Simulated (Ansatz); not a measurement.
(NaH)n: PBE-D4/def2-TZVP single points in Ansatz on relaxed structures, gas phase. Each cluster is the lowest isomer that a short search found in that spin, judged at the geometry's level, and lower ones may exist. The structures are stationary points that may keep the symmetry of their start.

```csv
species,atoms,state,geometry,HOMO (eV),LUMO (eV),gap (eV),point group (within 0.1 Å)
(NaH)2 ring (Na2H2),4,singlet,PBE0-D4/def2-TZVP,-3.99,-1.29,2.71,D2h
(NaH)4 ring (Na4H4),8,singlet,PBE-D4/def2-SVP,-4.50,-0.75,3.76,D4h
(NaH)4 cube (Na4H4),8,singlet,PBE-D4/def2-SVP,-4.46,-0.72,3.75,Td
Na3H3,6,singlet,PBE0-D4/def2-TZVP,-4.59,-0.76,3.83,D3h
Na5H5,10,singlet,PBE0-D4/def2-SVP,-4.63,-0.64,4.00,–
Na6H6,12,singlet,PBE-D4/def2-SVP,-4.39,-0.70,3.70,D3d
```

The gap (eV) runs from 2.71 ((NaH)2 ring) to 4.00 (Na5H5).
